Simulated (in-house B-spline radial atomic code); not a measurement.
A fraction x of an electron is moved 5p → 5d in neutral terbium, starting from [Xe] 4f9 6s2 and keeping the highest spin. Method: scalar-relativistic (X2C) TPSS, spin-polarised, spherical fractional occupations, Fermi nucleus of rms radius 5.06 fm. Calculated with a B-spline radial code for spherical atoms.

```tsv
x	E(x) - E(0) (eV)	5p down level (eV)	5d up level (eV)
0	0.0000	-24.266	-
0.125	2.8570	-24.487	-1.623
0.25	?	?	?
0.375	8.5735	-24.865	-2.006
0.5	?	?	?
0.625	14.2826	-25.176	-2.368
0.75	17.1311	-25.310	-2.542
0.875	19.9742	-25.432	-2.713
1	22.8107	-25.543	-2.879
```

Task: What belongs in the row x = 0.25?

Result: An energy change of 5.7154 eV; 5p down at -24.686 eV, 5d up at -1.818 eV.

Task: What belongs in the row x = 0.5?

Result: An energy change of 11.4296 eV; 5p down at -25.028 eV, 5d up at -2.190 eV.

Task: Check Janak's theorem between x = 0.625 and 0.75.

Result: The slope of the energy is 22.79 eV; the orbital levels give 22.79 eV (ε of the receiving orbital less ε of the emptying one, averaged over the two points).
